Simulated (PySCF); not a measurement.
C2BrCl3, SMILES ClC(Cl)=C(Cl)Br. The structure is a stationary point at B3LYP-D3(BJ)/def2-SVP.

Method: PySCF with B3LYP-D3(BJ)/def2-SVP.

Harmonic wavenumbers (cm⁻¹): 87, 156, 217, 266, 276, 316, 417, 513, 743, 873, 965, 1619. Rotational constants (GHz): 1.529, 0.9137, 0.5719; symmetry number 1.

Q: Work out the zero-point energy and the ideal-gas rigid-rotor harmonic-oscillator thermochemistry at 298.15 K and 1 atm.

A: ZPE = ½ Σ hcν = ½ × 6448 cm⁻¹ = 9.22 kcal/mol. H − E(el) = 14.07 kcal/mol. Entropy in cal/(mol K): translation 41.93, rotation 30.38, vibration 14.87, total 87.18. G − E(el) = -11.92 kcal/mol. Cp = 23.12 cal/(mol K). Modes under 150 cm⁻¹ make the vibrational entropy uncertain.
